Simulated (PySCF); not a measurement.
SMILES C[C@H]1C[P@]1(=O)C1CC1, C6H11OP

Cartesian coordinates in Å; atom numbers follow the order of the lines, from 1:
```xyz
19

C     2.7747   -0.6475   -0.0681
C     1.3426   -0.4150    0.3329
C     0.8728    1.0755    0.4549
P     0.1667    0.1521   -0.9315
O     0.5669    0.4153   -2.3204
C    -1.5493   -0.3710   -0.6646
C    -2.5380    0.6468   -0.1664
C    -2.1203   -0.4834    0.7125
H     3.4576   -0.2978    0.7065
H     2.9862   -0.1091   -0.9908
H     2.9586   -1.7066   -0.2390
H     0.9934   -1.0549    1.1351
H     1.6239    1.8083    0.1886
H     0.3268    1.3395    1.3491
H    -1.8707   -1.0683   -1.4296
H    -3.5308    0.6403   -0.5901
H    -2.1685    1.6360    0.0620
H    -1.4796   -0.2686    1.5543
H    -2.8229   -1.2825    0.8971
```

Method used: TDDFT B3LYP/def2-SVPD circular dichroism and optical rotation, one conformer, gas phase in PySCF. Geometry: GFN2-xTB.

The molecule is flexible and this is one conformer; a measurement averages over conformers. States above about 6.7 eV (minus the energy of the highest occupied orbital) lie near or above the ionisation threshold and depend on the basis.

Task: Draw the ECD and absorption spectra from the lowest 8 states, each a Gaussian of half-width 0.2 eV at 1/e height.

Result: 
| E (eV) | λ (nm) | Δε (L mol⁻¹ cm⁻¹) | ε (L mol⁻¹ cm⁻¹) |
| --- | --- | --- | --- |
| 5.35 | 232 | +0.01 | 1.34 |
| 5.50 | 225 | +0.26 | 32.4 |
| 5.65 | 219 | +2.08 | 255 |
| 5.80 | 214 | +5.30 | 651 |
| 5.95 | 208 | +3.95 | 572 |
| 6.10 | 203 | -3.89 | 523 |
| 6.25 | 198 | -17.28 | 1530 |
| 6.40 | 194 | -14.59 | 2460 |
| 6.55 | 189 | +7.84 | 2460 |
| 6.70 | 185 | +13.65 | 3080 |
| 6.85 | 181 | -6.54 | 6480 |

Δε uses R in velocity form, ε uses f in length form. Only the states computed contribute, so the short-wavelength end is incomplete.
